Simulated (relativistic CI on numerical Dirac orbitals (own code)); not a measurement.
Co⁺ in a cubic cluster: 2p photoemission with charge transfer

Computed with a charge-transfer multiplet model of a cubic metal-ligand cluster with up to 2 ligand holes, Slater and spin-orbit integrals from Dirac-Coulomb-Breit ions, Slater integrals scaled by 0.8. The parameters are those of a tetrahedral site (10Dq negative, t2 hopping the larger). The ground state mixes d8 with configurations of k ligand holes L, whose averages lie at kΔ + k(k − 1)U_dd/2; a core hole lowers each added d electron by U_cd. 300 K, Lorentzian 0.6 eV and Gaussian 0.8 eV FWHM.

Atomic integrals in eV (Slater integrals scaled, ζ unscaled), ground: F2dd 8.285, F4dd 5.103, zeta_d 0.056; with the core hole: F2dd 9.869, F4dd 6.132, zeta_d 0.084, zeta_core 9.670, F2cd 5.831, G1cd 4.368, G3cd 2.482.

Cluster parameters (eV): Δ = 5.5, U_dd = 6.5, 10Dq = -0.25, 10Dq(ligand) = 0, V(eg) = 0.97, V(t2g) = -1.66, final-state hopping factor = 0.9.

Weights, n_d and S are thermal averages at 300 K. Binding energies count from the first peak over 30 % of the highest in each spectrum, which can be another peak from case to case. The parameters are a model scan and need not match a compound or its usual spin state. Peaks in eV (height, largest 100): 0.0 (100), 3.8 (54), 5.0 (40), 6.7 (24), 8.4 (10), 15.6 (52), 19.9 (48).

Q: Which parameters give this spectrum?
A. U_cd = 6.2 eV
B. U_cd = 8.6 eV
C. U_cd = 9.2 eV
D. U_cd = 9.8 eV
E. U_cd = 8 eV

A: E. U_cd = 8 eV; the ground state then has 8.10 d electrons and S = 1.00. The choice follows from running the model for each set and comparing peak positions and heights.
